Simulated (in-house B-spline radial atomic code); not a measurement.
Results of a calculation; reference values are marked as such.
# Weak and strong correlation along the adiabatic connection

Two-electron singlets in several external potentials (atomic units), by full CI in B-splines with partial waves to l = 8 (correlation energies up to 0.6 % small). The repulsion is scaled by λ at fixed density; W(λ) is the mean repulsion less the Hartree energy, W(0) = E_x, and the area under W from 0 to 1 is E_xc.

One system gave this curve:

| λ | W (hartree) |
| --- | --- |
| 0 | -4.6211 |
| 0.02 | -4.6229 |
| 0.05 | -4.6257 |
| 0.12 | -4.6322 |
| 0.25 | -4.6441 |
| 0.4 | -4.6577 |
| 0.6 | -4.6755 |
| 0.8 | -4.6929 |
| 1 | -4.71 |
| 1.4 | -4.7433 |
| 2 | -4.7909 |
| 3 | -4.8648 |
| 4.5 | -4.9643 |
| 7 | -5.1053 |
| 10 | -5.2429 |

Q: Which system is it?
A. ω²r²/2 − Z/r, ω = 2.33, Z = 0.3
B. ω²r²/2 − Z/r, ω = 4.62, Z = 1.5
C. −Z/r, Z = 7.75
D. ω²r²/2 − Z/r, ω = 0.408, Z = 0.7

A: C. The exchange energy sets the size: −Z/r, Z = 7.75: E_x = -4.62, E_c = -0.0452; ω²r²/2 − Z/r, ω = 4.62, Z = 1.5: E_x = -1.95, E_c = -0.0436; ω²r²/2 − Z/r, ω = 2.33, Z = 0.3: E_x = -1.21, E_c = -0.0434; ω²r²/2 − Z/r, ω = 0.408, Z = 0.7: E_x = -0.588, E_c = -0.0368 hartree.
